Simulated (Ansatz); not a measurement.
Ideal-gas functions of B2FGeH3O (`FB1[BH][GeH2][O]1`) at 500 K and 1 bar, from an Ansatz frequency run at PBE0-D4/def2-TZVP.

Molar mass 132.26 g/mol, point group Cs (symmetry number 1), electronic degeneracy 1, moments of inertia 50.177, 257.171, 300.95 u Å². Harmonic wavenumbers (cm⁻¹, unscaled): 73, 345, 363, 364, 410, 537, 622, 681, 725, 754, 768, 840, 879, 1233, 1425, 2142, 2150, 2706.

Use S(trans) = R[1.5 ln M + 2.5 ln T − 1.1517]; rotational temperatures θ = 24.2544 K / I; S(rot) = R[ln(√π/σ · √(T³/θAθBθC)) + 1.5]; for each mode x = 1.438777 ν̃/T, S = R[x/(eˣ − 1) − ln(1 − e⁻ˣ)] and H = RT x/(eˣ − 1); 1 cm⁻¹ = 0.0119627 kJ/mol; R = 8.31446 J/(mol·K).

Task: By hand: the entropy, in J/(mol·K).

Result: Translation 180.5. Rotation: θ = 0.4834, 0.0943, 0.0806 K, giving 118.0. Vibration, mode by mode: 21.30, 8.71, 8.32, 8.30, 7.41, 5.48, 4.50, 3.94, 3.56, 3.33, 3.23, 2.74, 2.51, 1.12, 0.71, 0.13, 0.12, 0.03, in all 85.4. Electronic 0.0. Sum 383.9 J/(mol·K).

Task: By hand: H − E and G − E in kJ/mol, counted from the electronic energy.

Result: Zero-point energy ½ × 17017 × 0.0119627 = 101.8; thermal vibration 23.9; translation, rotation and pV give 4 RT = 16.6. H − E = 142.3 kJ/mol, and G − E = 142.3 − 500 × 383.9/1000 = -49.6 kJ/mol.

Vibration gives 22 % of the entropy, 21.3 J/(mol·K) of it from the mode under 150 cm⁻¹: soft modes count most, and the harmonic formula is weakest for them.
